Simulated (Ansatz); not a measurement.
Consider the homolysis of the Cl–Sn bond: `C[O][SnH]([F])[Cl]` → Cl• + `C[O][SnH][F]`•.

Program: Ansatz. Geometries: PBE0-D4/def2-TZVP. ΔE: electronic, gas phase. CCSD(T)/CBS is the MP2 limit (def2-TZVPP, def2-QZVPP) plus CCSD(T) − MP2 in def2-TZVPP, frozen cores. This one scheme is used for every species, atoms too. DFT in def2-TZVPP. B3LYP here is the variant with VWN-RPA as its local correlation; programs differ in this. HSE06 is defined as in plane-wave codes. Open shells (•) are unrestricted, without spin–orbit coupling. Spin–orbit coupling would lower the free atoms: a little for Cl. def2 core potentials past Kr. For Sn outer-core shells are correlated without core-valence functions, so the limit isn't a true one: a few kJ/mol of doubt a bond, and 10 to 20 or more in all where bonds break to atoms. Each species was taken in one conformer, which may not be the lowest.

`C[O][SnH]([F])[Cl]`:

Cartesian coordinates in Å:
```
C 1.152 0.939 -0.103
O -0.262 0.949 -0.022
Sn -1.274 -0.692 0.077
F -0.908 -1.648 -1.535
Cl -0.377 -2.019 1.734
H 1.488 1.978 -0.058
H 1.501 0.501 -1.043
H 1.608 0.394 0.731
H -2.928 -0.402 0.220
```

`C[O][SnH][F]`•:

Cartesian coordinates in Å:
```
C 0.339 1.080 -0.554
O 0.125 0.458 0.692
Sn -0.966 -1.158 0.914
F -0.492 -2.181 -0.660
H -0.487 1.752 -0.814
H 0.474 0.359 -1.367
H 1.249 1.683 -0.473
H -0.240 -1.994 2.261
```

```json
{"level": "PBE-D4", "ΔE (kJ/mol)": "369.7", "difference from CCSD(T)/CBS": "-28.0"}
{"level": "revPBE-D4", "ΔE (kJ/mol)": "356.1", "difference from CCSD(T)/CBS": "-41.6"}
{"level": "BLYP-D4", "ΔE (kJ/mol)": "344.2", "difference from CCSD(T)/CBS": "-53.5"}
{"level": "r2SCAN-D4", "ΔE (kJ/mol)": "371.6", "difference from CCSD(T)/CBS": "-26.1"}
{"level": "B97M-V", "ΔE (kJ/mol)": "388.6", "difference from CCSD(T)/CBS": "-9.1"}
{"level": "B3LYP-D4", "ΔE (kJ/mol)": "357.5", "difference from CCSD(T)/CBS": "-40.2"}
{"level": "r2SCANh-D4", "ΔE (kJ/mol)": "371.5", "difference from CCSD(T)/CBS": "-26.2"}
{"level": "r2SCAN0-D4", "ΔE (kJ/mol)": "371.0", "difference from CCSD(T)/CBS": "-26.7"}
{"level": "HSE06-D4", "ΔE (kJ/mol)": "376.5", "difference from CCSD(T)/CBS": "-21.2"}
{"level": "BHLYP-D4", "ΔE (kJ/mol)": "362.9", "difference from CCSD(T)/CBS": "-34.8"}
{"level": "CAM-B3LYP-D4", "ΔE (kJ/mol)": "366.9", "difference from CCSD(T)/CBS": "-30.8"}
{"level": "ωB97X-V", "ΔE (kJ/mol)": "389.2", "difference from CCSD(T)/CBS": "-8.5"}
{"level": "ωB97M-V", "ΔE (kJ/mol)": "384.7", "difference from CCSD(T)/CBS": "-13.0"}
{"level": "B2PLYP", "ΔE (kJ/mol)": "365.9", "difference from CCSD(T)/CBS": "-31.8"}
{"level": "PBE-QIDH", "ΔE (kJ/mol)": "388.4", "difference from CCSD(T)/CBS": "-9.3"}
{"level": "PBE", "ΔE (kJ/mol)": "363.6", "difference from CCSD(T)/CBS": "-34.1"}
{"level": "revPBE", "ΔE (kJ/mol)": "344.2", "difference from CCSD(T)/CBS": "-53.5"}
{"level": "BLYP", "ΔE (kJ/mol)": "332.2", "difference from CCSD(T)/CBS": "-65.5"}
{"level": "r2SCAN", "ΔE (kJ/mol)": "370.0", "difference from CCSD(T)/CBS": "-27.7"}
{"level": "PBE0", "ΔE (kJ/mol)": "371.2", "difference from CCSD(T)/CBS": "-26.5"}
{"level": "B3LYP", "ΔE (kJ/mol)": "347.8", "difference from CCSD(T)/CBS": "-49.9"}
{"level": "r2SCANh", "ΔE (kJ/mol)": "369.7", "difference from CCSD(T)/CBS": "-28.0"}
{"level": "r2SCAN0", "ΔE (kJ/mol)": "369.1", "difference from CCSD(T)/CBS": "-28.6"}
{"level": "CAM-B3LYP", "ΔE (kJ/mol)": "361.2", "difference from CCSD(T)/CBS": "-36.5"}
{"level": "LC-ωPBE", "ΔE (kJ/mol)": "375.0", "difference from CCSD(T)/CBS": "-22.7"}
{"level": "RPA@PBE/def2-TZVPP", "ΔE (kJ/mol)": "339.6", "difference from CCSD(T)/CBS": "-58.1"}
{"level": "HF/def2-SVP", "ΔE (kJ/mol)": "281.3", "difference from CCSD(T)/CBS": "-116.4"}
{"level": "CCSD/def2-SVP", "ΔE (kJ/mol)": "352.3", "difference from CCSD(T)/CBS": "-45.4"}
{"level": "CCSD(T)/def2-SVP", "ΔE (kJ/mol)": "356.6", "difference from CCSD(T)/CBS": "-41.1"}
{"level": "HF/def2-TZVPP", "ΔE (kJ/mol)": "288.2", "difference from CCSD(T)/CBS": "-109.5"}
{"level": "MP2/def2-TZVPP", "ΔE (kJ/mol)": "399.2", "difference from CCSD(T)/CBS": "1.5"}
{"level": "SCS-MP2/def2-TZVPP", "ΔE (kJ/mol)": "388.5", "difference from CCSD(T)/CBS": "-9.2"}
{"level": "CCSD/def2-TZVPP", "ΔE (kJ/mol)": "368.6", "difference from CCSD(T)/CBS": "-29.1"}
{"level": "CCSD(T)/def2-TZVPP", "ΔE (kJ/mol)": "377.5", "difference from CCSD(T)/CBS": "-20.2"}
{"level": "HF/def2-QZVPP", "ΔE (kJ/mol)": "289.6", "difference from CCSD(T)/CBS": "-108.1"}
{"level": "MP2/def2-QZVPP", "ΔE (kJ/mol)": "411.3", "difference from CCSD(T)/CBS": "13.6"}
{"level": "SCS-MP2/def2-QZVPP", "ΔE (kJ/mol)": "401.3", "difference from CCSD(T)/CBS": "3.6"}
{"level": "HF/CBS(def2)", "ΔE (kJ/mol)": "289.8", "difference from CCSD(T)/CBS": "-107.9"}
{"level": "MP2/CBS(def2)", "ΔE (kJ/mol)": "419.4", "difference from CCSD(T)/CBS": "21.7"}
{"level": "CCSD/CBS(def2)", "ΔE (kJ/mol)": "388.8", "difference from CCSD(T)/CBS": "-8.9"}
{"level": "CCSD(T)/CBS", "ΔE (kJ/mol)": "397.7", "difference from CCSD(T)/CBS": "0"}
```

Largest T1 diagnostic among the species: 0.019.

From PBE to PBE0 (25 % exact exchange), in def2-TZVPP and without D4, ΔE moves by +7.5 kJ/mol. In def2-TZVPP, CCSD(T) changes the Hartree–Fock value by +89.3 kJ/mol (the triples alone add +8.9 kJ/mol) and MP2 by +111.0 kJ/mol; breaking electron pairs costs correlation energy, which Hartree–Fock lacks. At CCSD(T), def2-SVP lies −41.1 kJ/mol from the extrapolated value and def2-TZVPP −20.2 kJ/mol: correlation converges slowly with the basis, and small sets miss more of it in the bonded molecule than in its fragments.

CCSD(T)/CBS has its own doubt, a few kJ/mol and more with outer-core shells, so smaller differences from it don't rank the levels.
